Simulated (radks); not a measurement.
Results of a calculation; reference values are marked as such.
O I, 8 electrons, occupied as [He] 2s2 2p4. Code: a radial shooting solver on a logarithmic mesh with Libxc functionals. Model: non-relativistic Kohn-Sham, LDA (Slater exchange, Perdew-Wang correlation), spin-polarised, spherical densities, point nucleus; open shells are filled with parallel spins first.

Normalised radial functions P(r) = r R(r), r in bohr:

```
   r/bohr * 2s down, o 2p up (the largest magnitude, 0.94, reaches the edge; | marks zero, & curves that meet)
  0.01075                             o  *
   0.0148                             o   *
  0.02038                             o    *
  0.02807                             o     *
  0.03866                             |o      *
  0.05324                             |o        *
  0.07332                             | o        *
    0.101                             |  o        *
    0.139                             |    o     *
   0.1915                             |       &
   0.2637                             |*          o
   0.3631                     *       |                o
   0.5001           *                 |                    o
   0.6887    *                        |                       o
   0.9484  *                          |                       o
    1.306      *                      |                    o
    1.813              *              |              o
    2.497                      *      |        o
    3.438                           * |   o
    4.735                             *o
```

2s down: eigenvalue -21.815 eV, 1 radial node at r = 0.277 bohr, <r> = 1.17 bohr, 90 % of the charge inside 1.89 bohr. 2p up: eigenvalue -10.363 eV, 0 radial nodes, <r> = 1.23 bohr, 90 % of the charge inside 2.15 bohr.
